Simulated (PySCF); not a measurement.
**C₆ coefficients of unlike pairs at UHF**

Calculated with PySCF 2.14 from the dipole response of each species, C₆(A,B) = (3/π) ∫ α_A(iu) α_B(iu) du, in atomic units, from isotropic polarisabilities. For ions this is the dispersion term alone; charge-induced terms of lower order in 1/R come first.

| species | configuration | basis | relativity | α (bohr³) | C₆ (like pair) |
| --- | --- | --- | --- | --- | --- |
| Hg | [Xe] 4f14 5d10 6s2 (1S) | x2c-TZVPPall with one added diffuse shell each of s, p, d, f type (12s8p8d4f1g) | spin-free X2C | 44.64 | 439.8 |
| Kr | [Kr] (1S) | aug-cc-pVTZ-PP with one added diffuse shell each of s, d, f type with ECP10MDF (7s5p5d3f) | core potential | 16.42 | 125.4 |
| Be⁺ | [He] 2s1 (2S) | dyall-av3z (15s9p4d2f) | spin-free X2C | 24.92 | 71.05 |
| Ca²⁺ | [Ar] (1S) | dyall-av2z (17s13p4d) | none | 3.138 | 10.60 |

(1) Estimate C₆ for Be⁺ with Kr.

No spin-orbit coupling is included.

The other pairs:

| pair | C₆ |
| --- | --- |
| Ca²⁺, Hg | 57.41 |
| Kr, Hg | 226.0 |
| Ca²⁺, Kr | 33.94 |
| Be⁺, Hg | 165.3 |
| Ca²⁺, Be⁺ | 16.91 |

Results:

(1) The integral gives 76.37. The combination rule 2 C_A C_B / (C_A α_B/α_A + C_B α_A/α_B) gives 75.14 and the geometric mean 94.39.
